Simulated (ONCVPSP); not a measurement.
# Before and after: ONCV potential for N

```
Element                 : nitrogen (N)
Generator               : ONCVPSP 4.0.1
Type                    : optimised norm-conserving Vanderbilt (ONCV)
Functional              : PBE
Relativity              : scalar-relativistic
Frozen core             : [He]
Valence charge          : 5
Reference configuration : 2s2 2p3
Partial waves           : 2s: rc 0.75 bohr, ncon 3, nbas 6, qcut 9.5 1/bohr, 2 projectors, debl 2.9 Ha; 2p: rc 1.90 bohr, ncon 4, nbas 8, qcut 7.4 1/bohr, 1 projector
Local potential         : polynomial inside 0.50 bohr (lpopt 5, dvloc0 2 Ha)
Core correction         : polynomial model core, fcfact 0.55
```

Change: s: ncon 4, nbas 7.

Cutoffs: the cutoffs (Ha) at which the residual kinetic energy of the hardest occupied pseudo-wave falls to 1 and 0.1 mHa per electron; they do not see the model core or the augmentation charge, which bear on the density cutoff. Errors are all-electron minus pseudo energies relative to the spin-unpolarised reference configuration.

Problem. Predict the effect on cutoff, ghosts and configuration errors.

Solution. The potential gets neither clearly harder nor softer (30 Ha and 40 Ha → 30 Ha and 185 Ha); a bound ghost appears in s, which as a rule spoils a file; of the 4 tests that both files solve, the error grows in 0 and shrinks in 1 by more than 15 % and 0.3 meV (median size 170.8 → 169.3 meV).

```csv
quantity,base,changed
"cutoff, loose",30 Ha,30 Ha
"cutoff, tight",40 Ha,185 Ha
loose cutoff by channel,"s 30 Ha, p 18 Ha","s 30 Ha, p 18 Ha"
bound ghosts,none,s
GHOST(+) flags under 300 eV,none,none
"error for 2s2 2p2, meV [ΔE 13.59 eV]",+31,+31
"error for 2s2 2p1, meV [ΔE 42.44 eV]",+310,+307
"error for 2s2 2p0, meV [ΔE 89.53 eV]",+1331,+1322
"error for 2s1 2p4, meV [ΔE 11.51 eV]",-3.1,-1.9
s: phases at 0.76 bohr within 0.05 rad from the reference energy up to (Ha; the scan ends near 5),to the end of the scan,to the end of the scan
p: phases at 1.92 bohr within 0.05 rad from the reference energy up to (Ha; the scan ends near 5),1.0,1.0
"rms error of d²Exc/dni dnj with the model core, mHa",1.58,1.59
```

 A true bound ghost makes a file unfit for plane-wave use even where its test errors are small: the radial tests pick states by their node count and pass the ghost by.
